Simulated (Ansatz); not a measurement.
# Molecular dynamics of AlCl3FH

Input:

```yaml
crystal:
  periodic: [false, false, false]
  atoms:
    - { symbol: Al, position_ang: [0.018729, -0.275789, -0.026729] }
    - { symbol: F, position_ang: [0.024166, 0.037541, 1.729176] }
    - { symbol: Cl, position_ang: [1.830247, 0.178631, -0.945158] }
    - { symbol: Cl, position_ang: [-1.817675, 0.11822, -0.923702] }
    - { symbol: Cl, position_ang: [0.058523, -2.41774, 0.90201] }
    - { symbol: H, position_ang: [0.044809, -1.241665, 1.794602] }
basis:
  gaussian: { orbitals: def2-SVP }
hamiltonian:
  xc: pbe0
  dispersion: d4
md:
  timestep: 0.5
  n_steps: 200
  ensemble: nve
  temperature: 300.0
  initial_velocities: maxwell_boltzmann
  seed: 7071
```

Command:

```bash
$ ansatz run input.yaml --threads 2 --pin off --max-ram 3072MiB --backend cpu --events-out ev --progress --plain --runs-dir out
```

It starts at the highest image of a converged band, a first-order saddle point between two minima.

Output, in part (step lines, the closing report, with atoms numbered from 0):

```
md step     0: t =     0.00 fs  T =   300.0 K  F+E_penalty+E_count = -46870.44755633 eV  E_kin = 0.155112 eV  conserved = -46870.29244433 eV  (24 SCF iters)
md step     1: t =     0.50 fs  T =   298.9 K  F+E_penalty+E_count = -46870.44696251 eV  E_kin = 0.154518 eV  conserved = -46870.29244415 eV  (23 SCF iters)
md step     2: t =     1.00 fs  T =   295.8 K  F+E_penalty+E_count = -46870.44537828 eV  E_kin = 0.152939 eV  conserved = -46870.29243963 eV  (23 SCF iters)
md step     3: t =     1.50 fs  T =   291.0 K  F+E_penalty+E_count = -46870.44288446 eV  E_kin = 0.150453 eV  conserved = -46870.29243120 eV  (23 SCF iters)
md step     4: t =     2.00 fs  T =   284.7 K  F+E_penalty+E_count = -46870.43962481 eV  E_kin = 0.147205 eV  conserved = -46870.29241943 eV  (24 SCF iters)
md step     5: t =     2.50 fs  T =   277.3 K  F+E_penalty+E_count = -46870.43579554 eV  E_kin = 0.143390 eV  conserved = -46870.29240527 eV  (24 SCF iters)
md step     6: t =     3.00 fs  T =   269.3 K  F+E_penalty+E_count = -46870.43163059 eV  E_kin = 0.139241 eV  conserved = -46870.29238966 eV  (24 SCF iters)
md step     7: t =     3.50 fs  T =   261.1 K  F+E_penalty+E_count = -46870.42738494 eV  E_kin = 0.135011 eV  conserved = -46870.29237389 eV  (24 SCF iters)
[... lines left out ...]
Total energy: -46870.51186398 eV, -1722.4595410273 hartree
Atom 0 at     0.017213    -0.612777    -0.092802 Å, force     0.243028     1.530713    -0.500396 eV/Å
Atom 1 at    -0.022940     0.371107     1.811960 Å, force     0.059557     0.929311    -1.422295 eV/Å
Atom 2 at     1.784282     0.220272    -0.907837 Å, force    -0.264323    -0.267304     0.227633 eV/Å
Atom 3 at    -1.762860     0.180802    -0.867728 Å, force    -0.001877    -0.188046     0.087277 eV/Å
Atom 4 at     0.078515    -2.469314     0.798812 Å, force    -0.016372    -0.666341     0.472851 eV/Å
Atom 5 at    -0.041083    -0.359881     2.351214 Å, force    -0.020014    -1.338334     1.134930 eV/Å
Dipole moment:    -0.035842    -0.119611     0.703280 e Å
```

The steps, from the saved trajectory:

```tsv
time (fs)	T (K)	potential energy less start (eV)	conserved less start (meV/atom)
0	300	0.000	0.00
3	269	0.016	0.01
6	233	0.035	0.02
9	249	0.026	0.01
12	275	0.013	0.01
15	312	-0.006	0.02
18	374	-0.038	-0.02
21	402	-0.053	0.02
24	482	-0.094	-0.01
27	540	-0.124	-0.01
30	553	-0.131	0.03
33	590	-0.150	-0.07
36	512	-0.110	0.03
39	466	-0.086	0.01
42	456	-0.081	-0.08
45	390	-0.046	0.04
48	390	-0.046	0.02
51	419	-0.062	-0.09
54	363	-0.032	0.01
57	302	-0.001	0.06
60	276	0.012	-0.05
63	206	0.048	-0.05
66	109	0.099	0.07
69	88	0.110	0.02
72	113	0.096	-0.09
75	99	0.104	-0.01
78	114	0.096	0.06
81	209	0.047	-0.09
84	257	0.022	-0.08
87	255	0.023	0.05
90	317	-0.009	-0.02
93	375	-0.040	-0.10
96	367	-0.034	0.03
99	410	-0.057	0.04
```

The run went to its last step. The conserved energy stayed within 0.11 meV per atom of its start (net change 0.052 meV per atom), so the integration is sound. A run of 0.1 ps of so small a system gives no equilibrium averages. The orbitals stay closed-shell, which can raise the energy where a bond breaks towards radicals; this wasn't checked here.

Between its relaxed ends the band would form F2–H6 and break Cl5–H6. These pairs go: F2–H6 1.28 → 0.91 Å, Cl5–H6 1.48 → 2.62 Å. In the last frame they stand as after the step (other bonds may differ from the relaxed reactants and products). It ends as one piece, AlCl3FH. Pairs count as bonded within 1.25 times the sum of covalent radii (0.12 Å more for H–H).

Last frame:

```xyz
6
Properties=species:S:1:pos:R:3
Al 0.017 -0.613 -0.093
F -0.023 0.371 1.812
Cl 1.784 0.220 -0.908
Cl -1.763 0.181 -0.868
Cl 0.079 -2.469 0.799
H -0.041 -0.360 2.351
```

The run took 7.1 min on 2 threads of Arm Neoverse V1, with other jobs on the host, peak memory 0.19 GiB.
